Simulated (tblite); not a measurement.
Species: C3H11NS2Si2.
Z-matrix (Å and degrees, GFN2-xTB geometry), rows numbered from 1:
```
C 
S   1  1.8144
Si  2  2.1724  1   99.86
N   3  1.7176  2  116.27  1   -73.11
C   4  1.4566  3  120.82  2  -104.39
C   5  1.5280  4  110.64  3   -37.94
Si  6  1.9112  5  108.53  4    43.33
S   7  2.1587  3  115.90  2    14.45
H   1  1.0857  2  109.67  3    70.52
H   1  1.0848  2  106.97  3  -170.33
H   1  1.0856  2  109.65  3   -51.02
H   3  1.4617  2  104.45  1    43.74
H   4  1.0078  3  123.09  2    52.70
H   5  1.0948  4  108.34  3  -158.61
H   5  1.0996  4  110.80  3    83.58
H   6  1.0886  5  109.35  4   168.73
H   6  1.0904  5  108.92  4   -74.23
H   7  1.4592  3  120.94  2  -115.50
H   8  1.3239  7   96.44  3    -8.81
```

All values are computed: GFN2-xTB (tblite) harmonic vibrations without scaling, gas phase. Errors from tens to a few hundred cm⁻¹ against measured bands are possible. Modes of hydrogen on silicon and sulfur can be 10 to 20 % off. One conformer, not necessarily the lowest.

Harmonic wavenumbers (cm⁻¹): 25.3, 38.5, 55.5, 95.1, 108.8, 125.1, 136.3, 178.3, 191.7, 215.7, 307.5, 377.0, 396.3, 469.9, 496.9, 516.9, 535.0, 618.1, 636.8, 688.3, 709.5, 731.1, 735.1, 782.0, 816.5, 948.1, 957.2, 964.3, 992.9, 1120.3, 1152.1, 1174.7, 1272.0, 1282.8, 1324.1, 1362.3, 1454.8, 1462.2, 1463.1, 1501.0, 2237.8, 2273.9, 2465.7, 2863.4, 2933.6, 2983.0, 3004.8, 3027.4, 3031.6, 3058.1, 3453.0.

A = 1365, B = 731.5, C = 543.0 MHz; mass 180.987 u (most abundant isotopes); point group C1, symmetry number 1.

Question: Zero-point energy?

Answer: ½Σν̃ = 29876 cm⁻¹ = 357.39 kJ/mol.

Question: Entropy at 273.15 K, 1 bar (ideal gas, RRHO, classical rotation)?

Answer: Translation 171.87, rotation 127.61, vibration 172.56: S = 472.0 J/(mol K).

Question: And Cp and H(273.15 K) − H(0)?

Answer: Cp = 184.00 J/(mol K), of which vibrations give 150.74 (their classical limit is 51 R = 424.0); H(273.15 K) − H(0) = 31.98 kJ/mol without the zero-point energy, 22.89 from vibrations.

Question: Which modes carry the vibrational entropy at 273.15 K?

Answer: 25.3 cm⁻¹: 25.08; 38.5 cm⁻¹: 21.59; 55.5 cm⁻¹: 18.57; 95.1 cm⁻¹: 14.15; 108.8 cm⁻¹: 13.06; 125.1 cm⁻¹: 11.93 J/(mol K); the other 45 give 68.18 together.

Question: How do the functions run with temperature in this model?

Answer: 
```tsv
T (K)	S (J/(mol K))	Cp (J/(mol K))	H − H(0) (kJ/mol)	G − H(0) (kJ/mol)	ln q(vib)
100	334.0	102.9	7.03	-26.37	3.72
200	420.1	150.6	19.72	-64.30	7.89
300	489.8	195.5	37.07	-109.87	11.66
500	607.2	265.0	83.60	-219.98	18.48
800	746.9	328.8	173.53	-423.97	27.42
1000	823.4	356.9	242.24	-581.18	32.69
```

q(vib) and H(0) count from the zero-point level.

Question: What must be added to the electronic energy to get the Gibbs energy at 273.15 K and 1 bar?

Answer: ZPE + [H(273.15 K) − H(0)] − T·S = 357.39 + 31.98 − 128.94 = 260.43 kJ/mol.

Question: Blend soft modes into free rotors: weight 1/[1 + (100 cm⁻¹/ν̃)⁴] for the oscillator and the rest for a rotor with moment μB/(μ + B), μ = h/(8π²ν), B = 10⁻⁴⁴ kg m². What vibrational entropy results?

Answer: 152.21 J/(mol K) in place of 172.56, which changes −T·S at 273.15 K by +5.56 kJ/mol.

Hindered rotation and anharmonicity are outside this model. Other conformers, if any are populated, would add a mixing term that is left out. The structure is chiral; the term R ln 2 for an equal mix with its mirror image is left out.

Hardware: one thread, Intel Xeon at 2.50 GHz (x86_64), shared host. Cost: 3.9 s. This covers the Hessian and the dipole derivatives.
